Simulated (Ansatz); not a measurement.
Z-matrix (Å, degrees):
```
C
Si 1 1.865
H 1 1.092 2 111.5
H 1 1.094 2 110.4 3 -120.1
H 1 1.093 2 110.6 3 120.3
C 2 1.865 1 111.0 3 -176.0
F 2 1.615 1 107.7 3 -58.3
B 2 2.041 1 111.3 3 59.6
H 6 1.092 2 111.5 1 176.0
H 6 1.094 2 110.4 1 -63.9
H 6 1.093 2 110.6 1 55.7
F 8 1.328 2 118.1 1 61.9
H 8 1.204 2 126.3 1 -118.1
```

The species carries charge 0 and has multiplicity 1.

(1) List the PBE0/def2-TZVPP orbital energies in eV (the Gaussian-basis code of Ansatz). (An estimate is asked.)

Results:

(1) The calculation gave: Occupied: -1802.87, -674.54, -673.30, -277.86, -277.86, -186.14, -145.12, -99.84, -99.75, -99.75, -34.14, -32.64, -20.12, -19.43, -16.00, -14.66, -13.60, -13.19, -12.74, -12.28, -12.06, -11.64, -11.47, -11.35, -11.10, -10.76, -8.88, -7.69. Lowest empty: -1.66, 0.69, 0.99, 2.24, 2.27, 2.44, 2.60, 3.06.
